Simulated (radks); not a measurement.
The numbers below are computed, except where a source is named.
The mean radii <r> (bohr) of the occupied orbitals of an atom or ion are listed with their occupations. Level of theory: scalar-relativistic Kohn-Sham, OLYP, spin-polarised, spherical densities, point nucleus (a radial shooting solver on a logarithmic mesh with Libxc functionals).

orbital  occ.      <r>
1s down     1  0.02191
1s up       1  0.02191
2s up       1  0.09328
2s down     1  0.09327
2p up       3  0.08236
2p down     3  0.08236
3s up       1   0.2445
3s down     1   0.2442
3p up       3   0.2431
3p down     3   0.2427
3d up       5   0.2212
3d down     5   0.2208
4s up       1   0.5527
4s down     1   0.5527
4p up       3   0.5850
4p down     3   0.5850
4d up       5   0.6352
4d down     5   0.6360
5s up       1    1.322
5s down     1    1.345
5p up       3    1.534
5p down     3    1.572
4f up       7   0.8438
5d up       1    2.318

Name the element and its charge. Open shells, if any, are filled with parallel spins first.

Answer. Z = 64, gadolinium, charge +2: Gd2+ in [Xe] 4f7 5d1. The 1s radius gives Z: for a bare nucleus <r> = (2 gamma + 1)/(2Z) with gamma = sqrt(1 - (Z/c)^2), 0.02163 bohr for Z = 64, and screening makes it slightly larger (0.02191 here). The occupations add up to 62, and the charge is Z minus that.
